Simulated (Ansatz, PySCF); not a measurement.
System: PbI (charge 0, doublet). 
Geometry from a B3LYP-D3(BJ)/def2-TZVP (Ansatz, a first-principles code) optimisation:
SMILES: [I][Pb]
```xyz
2

Pb     0.0000     0.0000    -1.1115
I      0.0000     0.0000     1.7197
```
Charge 0, spin multiplicity 2.

Quantity: vertical ionisation energy (to the singlet state of charge +1; each state is the SCF solution reached for its spin; for the singlet T1 is 0.025), in eV. Correlated levels leave the core frozen unless marked. Open shells are spin-unrestricted. Spin-orbit coupling is left out. Frozen are the shells of the preceding noble gas and the d and f shells that filled before the atom's block. Past Kr the def2 sets carry scalar-relativistic core potentials. CBS marks a two-point X^-3 extrapolation of the correlation energy; Hartree-Fock from the larger set.

| level | program | vertical ionisation energy (eV) |
|---|---|---|
| SVWN5/def2-TZVPD | Ansatz | 6.79 |
| PBE/def2-TZVPD | Ansatz | 6.62 |
| r2SCAN/def2-TZVPD | Ansatz | 6.83 |
| B3LYP/def2-TZVPD | Ansatz | 6.78 |
| PBE0/def2-TZVPD | Ansatz | 6.80 |
| BHLYP/def2-TZVPD | Ansatz | 6.83 |
| CAM-B3LYP/def2-TZVPD | Ansatz | 6.93 |
| wB97M-V/def2-TZVPD | Ansatz | 6.89 |
| wB97X-V/def2-TZVPD | Ansatz | 6.85 |
| CCSD/def2-QZVPPD | Ansatz | 6.74 |
| CCSD/CBS(def2-TZVPPD,def2-QZVPPD) | Ansatz | 6.78 |
| CCSD(T)/def2-SVPD | Ansatz | 6.55 |
| CCSD(T)/def2-TZVPPD | Ansatz | 6.64 |
| CCSD(T)/def2-QZVPPD | Ansatz | 6.71 |
| CCSD(T)/CBS(def2-TZVPPD,def2-QZVPPD) | Ansatz | 6.75 |

For comparison, minus the highest occupied orbital energy (PySCF): 5.44 eV at MN15/def2-TZVPD, 5.98 eV at M06-2X/def2-TZVPD, 4.84 eV at PW6B95/def2-TZVPD.
